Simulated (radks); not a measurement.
The niobium ion Nb+, 40 electrons, occupied as [Kr] 4d3.75 5p0.25 (fractional occupations, a model configuration). Method: scalar-relativistic Kohn-Sham, r2SCAN, spin-polarised, spherical densities, finite nucleus; open shells are filled with parallel spins first (spin-orbit coupling, left out, can overturn this in heavy ions); meta-GGA in the generalised Kohn-Sham scheme; Fermi nuclear charge, rms radius 4.324 fm; computed with a radial shooting solver on a logarithmic mesh with Libxc functionals.

Radial electron density D(r) = 4 pi r^2 rho(r):

r (bohr)  D(r) (e/bohr)  spin D(r)
0.005361          13.14  -0.000544
0.007208          19.87  -0.000821
0.009691          28.54   -0.00118
0.01303           38.29   -0.00159
0.01752           46.97   -0.00202
0.02355           51.55   -0.00248
0.03192           49.97   -0.00322
0.04291           44.99   -0.00449
0.0577            44.41   -0.00491
0.07757           53.30    0.00390
0.1043            63.16     0.0441
0.1402            58.38      0.143
0.1885            42.96      0.294
0.2535            40.17      0.400
0.3408            47.89      0.321
0.4581            39.26     0.0777
0.616             19.07     0.0110
0.8281            10.50      0.545
1.113             10.36       1.58
1.497             7.319       2.10
2.013             3.221       1.69
2.706             1.116      0.911
3.638            0.3651      0.354
4.891            0.1034      0.103
6.576           0.02101     0.0210
8.841          0.002264    0.00226

D(r) has 4 maxima, at r = 0.0253, 0.112, 0.355, 1.04 bohr, and minima at 0.0512, 0.227, 0.897 bohr, inside which lie 2.04, 11.05, 29.33 electrons.
